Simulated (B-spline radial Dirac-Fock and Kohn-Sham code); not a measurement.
What relativity does to the binding energies of Hg⁶⁷⁺

System: mercury as Hg⁶⁷⁺ in the configuration [Ne] 3s2 3p1.

Both columns are ΔSCF binding energies of the configuration average from a radial B-spline solver: non-relativistic Hartree-Fock with a point nucleus, and Dirac-Fock with a finite nucleus and the Coulomb interaction alone, averaged over the two j levels with weights 2j+1.

```
shell  Hartree-Fock (eV)  Dirac-Fock (eV)  shift (eV)  shift (%)
   1s            81355.1          89572.2    +8217.11     +10.10
   2s            18243.5          20596.3    +2352.74     +12.90
   2p            17802.8          18685.6     +882.76      +4.96
   3s             7610.0           8350.3     +740.29      +9.73
   3p             7477.0           7817.9     +340.95      +4.56
```

Relativity binds 1s, 2s, 2p, 3s, 3p more strongly, among those listed most of all 2s in relative terms.

Values without a named source are computed, but for edge energies of neutral atoms, which are taken from tables.
